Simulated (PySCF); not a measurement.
F₂Hg, SMILES [F][Hg][F]. Atoms are numbered in the order given.

```xyz
3

F      0.0000     0.0000    -1.9351
Hg     0.0000     0.0000     0.0000
F      0.0000     0.0000     1.9351
```

Geometry optimised at B3LYP-D3(BJ)/def2-TZVP. The def2 effective core potentials stand for the cores of Hg; spin–orbit coupling is left out.

Calculation: B3LYP-D3(BJ)/def2-TZVP run with PySCF.

Frequencies are harmonic and unscaled.

Modes within 1.5 cm⁻¹ of each other (mostly degenerate sets) share a row, with their intensities summed.

Computed harmonic wavenumbers and intensities:
```
mode  ν (cm⁻¹)  IR (km/mol)  moving atoms (share of kinetic energy)
----  --------  -----------  --------------------------------------
1–2        171         30.2                         F 84 %, Hg 16 %
3          562          0.0                                 F 100 %
4          638        108.1                         F 84 %, Hg 16 %
```
